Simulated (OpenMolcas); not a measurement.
neutral boron: effect of the basis set

```yaml
Program: OpenMolcas
Method: RASSCF
Active_space: 1 electron in 9 orbitals (RAS2 2p; RAS3 3s 3d, at most 1 electron)
State_averaging: 2S+1 = 2 odd, 3 roots; 2S+1 = 2 even, 1 root
Spin-orbit_coupling: state interaction with AMFI integrals over the reference wave functions, term energies averaged over their components
```

A. ANO-R3 [4s4p2d1f], X2C, finite nucleus; cost roughly 5 core-seconds
B. ANO-RCC-VQZP [5s4p3d2f1g], DKH2, point nucleus; cost of the order of 5 core-seconds
C. ANO-RCC [9s8p5d3f2g], DKH2, point nucleus; cost roughly 20 core-seconds

Energies in cm⁻¹ above 2s² 2p ²P°_1/2, the measured ground level; measured values from NIST Handbook of Basic Atomic Spectroscopic Data.

```tsv
Level	A	B	C	Measured
2s² 2p ²P°_1/2	0.0	0.0	0.0	0.0
2s² 2p ²P°_3/2	14.4	14.7	14.7	15.3
2s² 3s ²S_1/2	61924	52088	39347	40040
```

Deviations, from unrounded energies. A percentage is the sum of absolute deviations over the sum of measured energies, with the sign that they share, or ± where signs differ.

| Against measurement | Levels | A | B | C |
| --- | --- | --- | --- | --- |
| mean absolute deviation (cm-1) | 2 | 11000 | 6000 | 350 |
| fine structure of the ground term (%) | 1 | -5.7 | -4.0 | -4.0 |
| other configurations (%) | 1 | +54.7 | +30.1 | -1.7 |

C lies closest to measurement on these levels and A furthest from it. The largest miss of C in the table is 2s² 3s ²S_1/2, by -690 cm-1. The ranking rests on the paired levels alone, and a cruder setting can come out closer through cancelling errors.

Among A to C the level of the table that moves most is 2s² 3s ²S_1/2, by 23000 cm-1 (lowest in C, highest in A).

ANO sets are built for valence states and can reach diffuse excited orbitals poorly. With one active electron the reference holds no correlation, so core polarisation is missing. No level of 2s² 3d was computed, though it lies in the active space. Computed and measured levels are paired by configuration, term and J; levels that our copy of the source lacks, or whose pairing is in doubt (as where it misses far off the trend of its configuration), stay unpaired and out of the deviations. Only configurations of the active space appear.

° marks odd parity.
